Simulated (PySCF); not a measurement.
Task: Give a PBE0-D3(BJ)/def2-SVP geometry of InChI=1S/CH7BFPSi/c1-2(3)4-5/h4H,1,5H3.

Result: 
```
atom  x, y, z in Å
C1     2.1495    0.3758   -0.4348
B2     0.8727    0.1225    0.4290
F3     0.6457    0.9276    1.4704
P4    -0.3448   -1.3419    0.1883
Si5   -2.3034   -0.2365    0.3288
H6     2.3018   -0.3434   -1.2501
H7     2.0962    1.3905   -0.8665
H8     3.0403    0.3685    0.2172
H9    -0.2511   -1.4642   -1.2280
H10   -3.4021   -1.1677   -0.0657
H11   -2.3724    0.9769   -0.5429
H12   -2.4820    0.1681    1.7527
```

Any rigid rotation of these coordinates is as good. Atoms count from 1 in this order. P4 (three-coordinate phosphorus) is pyramidal (angles 99.7°, 99.3° and 98.5°, sum 297.6°, 0.85 Å off the plane of its three neighbours). Si5 (SiH3 silicon) is distorted tetrahedral (angles from 107.3° to 113.7°). B2 (three-coordinate boron) is planar (angles 124.9°, 118.2° and 116.7°, sum 359.9°, 0.04 Å off the plane of its three neighbours).

Bonds between heavy atoms (Å): C1–B2 1.562, B2–F3 1.336, B2–P4 1.920, P4–Si5 2.253.

Computed with PBE0-D3(BJ)/def2-SVP geometry optimisation, gas phase in PySCF 2.14.0.

Point group: C1 (no symmetry element, even within 0.4 Å). PBE0-D3(BJ)/def2-SVP frequencies: not computed here. One conformer, not necessarily the lowest (C1–B2–P4–Si5 -135°).
